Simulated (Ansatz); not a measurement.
Diatomic NaC, multiplicity 4 (lowest of 2S+1 = 2, 4 at CCSD(T)/def2-TZVPP on PBE0 minima; our sources give no spin for the ground state, which may be another).

```
level                 bond energy D_e (eV)  minus CCSD(T)/def2-QZVPP
--------------------  --------------------  ------------------------
SVWN5/def2-TZVPP                     2.477                     0.490
PBE/def2-TZVPP                       2.139                     0.152
r2SCAN/def2-TZVPP                    2.203                     0.216
B97M-V/def2-TZVPP                    2.112                     0.125
B3LYP/def2-TZVPP                     1.861                    -0.126
PBE0/def2-TZVPP                      2.028                     0.041
BHLYP/def2-TZVPP                     1.701                    -0.286
CAM-B3LYP/def2-TZVPP                 1.896                    -0.091
wB97X-V/def2-TZVPP                   1.910                    -0.077
wB97M-V/def2-TZVPP                   2.019                     0.032
B2PLYP/def2-TZVPP                    1.842                    -0.145
CCSD/def2-TZVPP                      1.856                    -0.131
CCSD/def2-QZVPP                      1.925                    -0.062
CCSD(T)/def2-TZVPP                   1.905                    -0.082
CCSD(T)/def2-QZVPP                   1.987                     0.000
```

 The comparison column counts from a level with limits of its own.

The rows run from 1.701 (BHLYP/def2-TZVPP) to 2.477 eV (SVWN5/def2-TZVPP). From def2-TZVPP to def2-QZVPP CCSD(T) changes by 0.082. The 11 functionals in def2-TZVPP without D3 or D4 span 0.776, from BHLYP to SVWN5.

D_e counts from the fitted minimum to each atom's lowest state at the same level, without counterpoise.

Correlated levels freeze the inner cores; with def2 sets outer-core shells near the valence are correlated too.

Codes used: Ansatz (a quantum-chemistry and plane-wave program). Values without a source in brackets are computed.
